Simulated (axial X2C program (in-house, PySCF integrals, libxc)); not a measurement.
Outer orbitals of RbC⁺ at 3.354 Å, PBE0

Calculated with an axial X2C code built on PySCF integrals. Spin-free means the one-electron spin-free X2C Hamiltonian; two-component (2c) means X2C with spin–orbit coupling and atomic mean-field two-electron Coulomb and Gaunt terms, so the difference of the two also holds small scalar two-electron terms. Basis: Rb dyall-cv3z [12s13p8d4f1g], C dyall-v3z [7s6p2d1f] (cores contracted in-house); Gaussian nuclei, density fitting, unrestricted open shells. Masses: Rb 84.912 u, C 12.000 u.

The distance is close to the 2c PBE0 minimum; the highest filled and lowest empty levels are listed.

Spin-free orbitals, state M_S = 1, Λ = 1 (beyond evenly filled blocks: σα, π+α) (Löwdin shares):

```csv
symmetry,occupied,ε (eV),atomic character
σα,yes,-23.10,98% Rb p
π+α,yes,-23.09,100% Rb p
π-α,yes,-23.09,100% Rb p
π+β,yes,-23.09,100% Rb p
π-β,yes,-23.09,100% Rb p
σβ,yes,-23.06,100% Rb p
σα,yes,-21.08,"92% C s, 4% Rb p, 3% Rb d"
σβ,yes,-17.62,"92% C s, 3% Rb p, 3% Rb d"
σα,yes,-12.17,96% C p
π+α,yes,-11.92,99% C p
π-α,no,-8.64,98% C p
π+β,no,-6.66,"95% C p, 3% Rb d"
π-β,no,-6.66,"95% C p, 3% Rb d"
σβ,no,-6.37,"79% C p, 15% Rb s, 2% Rb d"
```

Spinors with spin–orbit coupling (state Ω = 2):

```tsv
ω	occupied	ε (eV)	atomic character	λ mixture
1/2	yes	-23.67	100% Rb p	66% π, 34% σ
-1/2	yes	-23.67	100% Rb p	68% π, 32% σ
1/2	yes	-22.80	99% Rb p	66% σ, 34% π
3/2	yes	-22.79	100% Rb p	100% π
-3/2	yes	-22.79	100% Rb p	100% π
-1/2	yes	-22.77	100% Rb p	68% σ, 32% π
1/2	yes	-21.08	92% C s, 4% Rb p, 3% Rb d	100% σ
-1/2	yes	-17.62	92% C s, 3% Rb p, 3% Rb d	100% σ
1/2	yes	-12.17	96% C p	100% σ
3/2	yes	-11.91	99% C p	100% π
-1/2	no	-8.64	98% C p	100% π
1/2	no	-6.66	95% C p, 3% Rb d	100% π
-3/2	no	-6.66	95% C p, 3% Rb d	100% π
-1/2	no	-6.37	79% C p, 15% Rb s, 2% Rb d	100% σ
```

Mulliken charges and populations of the two-component result (they depend on the basis, above all on diffuse functions):

Rb 0.96 e (s 8.01 p 18.01 d 10.02), C 0.04 e (s 3.99 p 1.97). ⟨Lz⟩ = 1.00 ħ and ⟨Sz⟩ = 1.00 ħ (0.02 and 0.98 on the two atoms), which add up to Ω.

The state is one determinant whose occupation by symmetry is held fixed; it was picked as the lowest of a PBE0 search that is not exhaustive. Density functionals use the spin component along the axis (collinear). Other states lie close and PBE0, whose exact exchange favours high spin, may order them wrongly; the determinant shown need not be the ground state. The nearest other spin-free determinant of the search, M_S = 1, Λ = 0, lies 0.13 eV up at the distance of the search. Without a current term, density functionals place determinants with orbital angular momentum somewhat too high. With several unpaired electrons one determinant need not be a pure state. Open-shell Ω = 0 determinants with evenly filled partner blocks cannot be reached by this program, so the Ω shown need not be the lowest component.
